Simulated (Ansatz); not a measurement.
Cartesian coordinates in Å:
```
C 1.387 -2.293 1.856
N 0.952 -2.082 0.488
Sn 0.008 -0.364 0.003
N 0.191 -0.210 -2.000
C -0.806 0.495 -2.782
N -1.846 -0.247 0.803
C -2.669 0.932 0.608
N 0.879 1.279 0.748
C 2.186 1.709 0.294
H 1.855 -1.380 2.235
H 0.586 -2.563 2.559
H 2.150 -3.079 1.900
H 0.533 -2.915 0.097
H 0.498 -1.062 -2.445
H -0.427 0.700 -3.789
H -1.016 1.465 -2.324
H -1.767 -0.029 -2.889
H -2.383 -1.100 0.735
H -3.426 1.010 1.397
H -3.192 0.969 -0.358
H -2.045 1.827 0.675
H 0.737 1.426 1.736
H 3.027 1.193 0.777
H 2.271 1.534 -0.781
H 2.318 2.785 0.456
```

Total charge 0; spin multiplicity 1. Sn: def2 effective core potential.

Q: List the B3LYP/def2-TZVPP orbital energies in eV (the Gaussian-basis code of Ansatz). (An estimate is asked.)

A: The calculation gave: Occupied: -388.87, -388.79, -388.79, -388.73, -277.22, -277.20, -277.13, -277.01, -138.30, -93.18, -93.16, -93.15, -27.72, -27.69, -27.66, -27.41, -27.40, -23.57, -23.05, -23.00, -22.90, -17.92, -17.59, -17.54, -17.49, -14.04, -12.83, -12.67, -12.46, -12.24, -11.58, -11.42, -11.33, -11.18, -11.09, -10.91, -10.72, -10.15, -9.06, -8.88, -8.56, -6.64, -6.31, -6.01, -5.90. Lowest empty: -0.42, 0.65, 0.82, 1.03, 1.36, 1.93, 2.03, 2.18.

B3LYP here is the variant with VWN-RPA as its local correlation; programs differ in this.
